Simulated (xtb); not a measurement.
CHO2, charge +1, singlet, geometry from GFN2-xTB. Base run: GFN0-xTB in xtb 6.7.1.

The xtb input:
```
$ xtb mol.xyz --gfn 0 --chrg 1 --json

# file mol.xyz
4

O      1.21306943    -0.14410509    -0.06170642
C      0.10887143    -0.00061822    -0.02177577
O     -1.06740096     0.07785148     0.11883730
H     -1.81857638     0.53373819    -0.32639241
```

The base run was repeated with changes; each row names its change, and settings that it needs were set with it.

```csv
change,ΔE vs base (kJ/mol),HOMO-LUMO gap (eV)
base,0.00,6.18
etemp = 10000,-16.43,6.18
acc = 1000,0.00,6.18
etemp = 10,0.00,6.18
```
